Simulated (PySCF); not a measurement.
How methods differ on the ionisation energy of Zn²⁺

Zn²⁺ [Ar] 3d10 (1S) → Zn³⁺ [Ar] 3d9 (2D), as a difference of total energies. All numbers are calculated (PySCF 2.14, a scalar-relativistic core potential, in aug-cc-pVTZ-PP with ECP10MDF). Correlated levels: valence: 3s2 3p6 frozen. The calculations carry no spin-orbit coupling.

```
           method  ionisation energy (eV)  difference from reference (eV)
              UHF                  36.994                          -2.729
              LDA                  40.764                          +1.041
              PBE                  40.011                          +0.288
             PBE0                  39.582                          -0.141
           r2SCAN                  39.414                          -0.309
          r2SCANh                  39.324                          -0.399
        CAM-B3LYP                  39.772                          +0.049
             BLYP                  39.883                          +0.160
            B3LYP                  39.784                          +0.061
    MP2 (valence)                  40.081                          +0.358
SCS-MP2 (valence)                  39.721                          -0.002
```

Reference: 39.723 eV (measured; NIST Atomic Spectra Database, ionization energies).

The reference lies between the lowest fine-structure levels, while these numbers refer to the centres of the terms.

Errors of the correlated levels include the incompleteness of this basis and the frozen core.
